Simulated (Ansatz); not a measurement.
`O=C=N[Si](F)(F)N=C=O`, charge 0, multiplicity 1.

Problem. Give a relaxed structure at PBE0-D4/def2-TZVP (the Gaussian-basis code of Ansatz). (An estimate is asked.)

Solution. Computed: 
Cartesian coordinates in Å:
```
O 2.4675 2.1135 -1.8694
C 1.7306 1.4106 -1.3178
N 0.9539 0.7194 -0.7256
Si 0.1050 -0.6236 -0.2095
F -0.5980 -1.3159 -1.4332
F 1.0929 -1.6715 0.4200
N -1.0379 -0.1689 0.9208
C -1.9279 -0.2256 1.7186
O -2.7861 -0.2380 2.4962
```
Point group C2v.
This is one stationary point; other conformers may exist.
